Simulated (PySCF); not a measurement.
Job for PySCF: D3(BJ) and D4 dispersion corrections on ethylmethylamine (SMILES CCNC), a point of a torsion scan.

```python
from pyscf import gto
from pyscf.dispersion import dftd3, dftd4

mol = gto.M(
    atom='''
    C     1.81967673    0.53628316   -0.00452402
    C     0.55591890   -0.25108358    0.34952051
    N    -0.61477070    0.10520973   -0.43347331
    C    -0.78471184   -0.65025547   -1.65591914
    H     2.65137186    0.21763153    0.61868693
    H     1.65634462    1.60060074    0.15465784
    H     2.09224519    0.37968685   -1.04698243
    H     0.73276611   -1.32216744    0.23252336
    H     0.31203905   -0.06406123    1.40239185
    H    -0.60961567    1.10105199   -0.62787350
    H     0.05218591   -0.55978548   -2.36583078
    H    -0.90380395   -1.70315874   -1.39967381
    H    -1.69296553   -0.31179811   -2.15245892
    ''',
    basis='def2-svp',
    charge=0, spin=0, verbose=0, max_memory=1800)
d3, d4 = {}, {}
for xc in ['hf', 'pbe', 'blyp', 'revpbe', 'tpss', 'r2scan', 'b3lyp', 'pbe0', 'bhlyp', 'camb3lyp', 'b2plyp']:
    d3[xc] = float(dftd3.DFTD3Dispersion(mol, xc=xc, version='d3bj', atm=False).get_dispersion()['energy'])
    print(f'D3(BJ) {xc:10s} {d3[xc]:14.8f} Eh')
for xc in ['hf', 'pbe', 'blyp', 'revpbe', 'tpss', 'r2scan', 'b3lyp', 'pbe0', 'bhlyp', 'camb3lyp', 'b2plyp']:
    d4[xc] = float(dftd4.DFTD4Dispersion(mol, xc={'camb3lyp': 'cam-b3lyp'}.get(xc, xc), atm=True).get_dispersion()['energy'])
    print(f'D4     {xc:10s} {d4[xc]:14.8f} Eh')
```

Program output:

```
D3(BJ) hf            -0.06499399 Eh
D3(BJ) pbe           -0.00823402 Eh
D3(BJ) blyp          -0.01664953 Eh
D3(BJ) revpbe        -0.02169370 Eh
D3(BJ) tpss          -0.01004506 Eh
D3(BJ) r2scan        -0.00227209 Eh
D3(BJ) b3lyp         -0.01346807 Eh
D3(BJ) pbe0          -0.00682740 Eh
D3(BJ) bhlyp         -0.01000362 Eh
D3(BJ) camb3lyp      -0.00573759 Eh
D3(BJ) b2plyp        -0.00590591 Eh
D4     hf            -0.02884615 Eh
D4     pbe           -0.00729652 Eh
D4     blyp          -0.01652339 Eh
D4     revpbe        -0.02690990 Eh
D4     tpss          -0.00988219 Eh
D4     r2scan        -0.00188375 Eh
D4     b3lyp         -0.01154184 Eh
D4     pbe0          -0.00606266 Eh
D4     bhlyp         -0.00761934 Eh
D4     camb3lyp      -0.00597531 Eh
D4     b2plyp        -0.00508628 Eh
```

The run finished.

Cost: very roughly 0.06 core-seconds.
